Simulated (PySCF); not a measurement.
## How ionic is MY along the halogens?

PBE0 in PySCF with def2-TZVPP on every atom (core potentials on Y, I), for the lowest determinant that a PBE0 search found; no spin–orbit coupling. A negative dipole means M(+)Y(−).

```csv
M,state (unpaired electrons),Re (Å),μ (D)
F,singlet (closed shell),1.922,1.83
Cl,singlet (closed shell),2.377,2.44
Br,singlet (closed shell),2.538,2.55
I,singlet (closed shell),2.763,2.56
```

Problem. Give the ionic character |μ|/(e·Re) of each, with 1 e·Å = 4.803 D, and the positive end.

Solution. YF 20 % (Y positive), YCl 21 % (Y positive), YBr 21 % (Y positive), YI 19 % (Y positive). Lone pairs and polarisation enter μ too, so this number is only a rough measure of charge transfer.

Spin–orbit coupling is left out.
